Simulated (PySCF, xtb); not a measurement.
CaO, SMILES [Ca]=[O].

xtb with GFN2-xTB at its own geometry gives an orbital gap of 1.51 eV and a dipole moment of 6.89 D.

Geometry optimised at PBE0-D3(BJ)/def2-TZVPD.

Question: What does PBE/def2-TZVPD run with PySCF give? (The exact figures need the calculation; the answer reports its results.)

Answer: gap 1.38 eV (levels -3.83 and -2.44 eV), dipole 7.92 D.
